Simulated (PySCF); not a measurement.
# How the method changes the constants of RbBe⁻

State: ¹Σ⁺ (singlet), closed shell. Set-up: Rb def2-SVPD with ECP28, Be def2-SVPD; scalar-relativistic core potentials (PySCF 2.14). De refers to Rb⁻ + Be in their ground configurations, without counterpoise correction. A positive dipole points towards Be; it is taken about the centre of mass and depends on that origin. Levels whose curve was spin-contaminated or gave no clean fit are not listed.

```json
{"Level": "PBE", "Re (Å)": "3.905", "ωe (cm⁻¹)": "106", "De (eV)": "0.450", "μ (D)": "-1.59"}
{"Level": "PBEsol", "Re (Å)": "3.846", "ωe (cm⁻¹)": "111", "De (eV)": "0.471", "μ (D)": "-1.58"}
{"Level": "r²SCAN", "Re (Å)": "3.957", "ωe (cm⁻¹)": "104", "De (eV)": "0.394", "μ (D)": "-1.38"}
{"Level": "M06-L", "Re (Å)": "3.878", "ωe (cm⁻¹)": "114", "De (eV)": "0.405", "μ (D)": "-2.15"}
{"Level": "B3LYP", "Re (Å)": "4.021", "ωe (cm⁻¹)": "91.7", "De (eV)": "0.306", "μ (D)": "-1.67"}
{"Level": "PBE0", "Re (Å)": "3.982", "ωe (cm⁻¹)": "95.9", "De (eV)": "0.322", "μ (D)": "-1.29"}
```

The bond length runs from 3.846 Å (PBEsol) to 4.021 Å (B3LYP). De spans 0.31 eV (B3LYP, global hybrid GGA) to 0.47 eV (PBEsol, GGA).

Closed-shell solutions of metal pairs were not tested for spin polarisation, which can lower them a little. For an ion De counts to the pair picked by the measured ionisation energies or electron affinities, which need not be the lowest pair at this level. The highest Kohn–Sham level is positive in this anion. Much of that is self-interaction error, but it also means that the finite basis helps to hold the extra electron.
